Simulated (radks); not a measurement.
The mean radii <r> (bohr) of the occupied orbitals of an atom or ion are listed with their occupations. Calculated with a radial shooting solver on a logarithmic mesh with Libxc functionals: non-relativistic Kohn-Sham, LDA (Slater exchange, Perdew-Wang correlation), spin-unpolarised, spherical densities, point nucleus.

orbital  occ.      <r>
1s          2  0.02816
2s          2   0.1209
2p          6   0.1028
3s          2   0.3148
3p          6   0.3039
3d         10   0.2725

Name the element and its charge.

Answer. Z = 54, xenon, charge +26: Xe26+ in [Ar] 3d10. The 1s radius gives Z: for a bare nucleus <r> = 1.5/Z, 0.02778 bohr for Z = 54, and screening makes it slightly larger (0.02816 here). The occupations add up to 28, and the charge is Z minus that.
